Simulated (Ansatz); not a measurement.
`O[SiH](F)[SiH2]F` + H–F → `O[SiH](F)F` + `F[SiH3]` at 400 K and 1 bar (cleavage of the Si–Si bond).

Computed with Ansatz on PBE0-D4/def2-TZVP structures; ΔE is electronic, products minus reactants. CCSD(T)/CBS adds triple-zeta CCSD(T) − MP2 to the extrapolated MP2 energy (def2 sets, frozen cores). This one scheme is used for every species. Each species was taken in one conformer, which may not be the lowest.

```json
{"species": "`O[SiH](F)[SiH2]F`", "CCSD(T)/CBS energy (Eh)": "-855.49429", "H − E (kJ/mol)": "156.6", "S (J/(mol·K))": "398.3"}
{"species": "H–F", "CCSD(T)/CBS energy (Eh)": "-100.39570", "H − E (kJ/mol)": "36.5", "S (J/(mol·K))": "182.2"}
{"species": "`O[SiH](F)F`", "CCSD(T)/CBS energy (Eh)": "-565.23707", "H − E (kJ/mol)": "100.0", "S (J/(mol·K))": "320.8"}
{"species": "`F[SiH3]`", "CCSD(T)/CBS energy (Eh)": "-390.72345", "H − E (kJ/mol)": "88.0", "S (J/(mol·K))": "253.8"}
```

H − E and S are ideal-gas, rigid-rotor, harmonic terms from PBE0-D4/def2-TZVP, for one conformer and one mirror image of each species. 1 Eh = 2625.50 kJ/mol, R = 8.31446 J/(mol·K).

Q: By hand: ΔE, ΔH, ΔS and ΔG.

A: ΔE = (-565.23707) + (-390.72345) − (-855.49429) − (-100.39570) = -0.07053 Eh = -185.2 kJ/mol. Δ(H − E) = 100.0 + 88.0 − 156.6 − 36.5 = -5.1, so ΔH = -190.3 kJ/mol. ΔS = 320.8 + 253.8 − 398.3 − 182.2 = -5.9 J/(mol·K). ΔG = -190.3 − 400 × (-5.9)/1000 = -187.9 kJ/mol.

Q: By hand: the equilibrium constant, and the temperature at which ΔG would vanish if ΔH and ΔS stayed fixed.

A: log₁₀ K = −ΔG/(RT ln 10) = 24.5. ΔG = 0 at ΔH/ΔS = 32254 K, far beyond where these terms or the molecules hold.

The number of gas molecules stays the same, so ΔS is small and ΔH decides. A doubt of 5 kJ/mol in ΔE shifts log₁₀ K by 0.7 here. Other conformers and mirror images would add mixing entropy, several J/(mol·K) or more a flexible species. Modes under 60 cm⁻¹, often nearly free rotors, make the harmonic entropy too high. These are equilibria of isolated gas molecules and say nothing of rates. Largest T1 diagnostic: 0.012 (customary marks: 0.02 for closed shells, 0.045 for open ones).
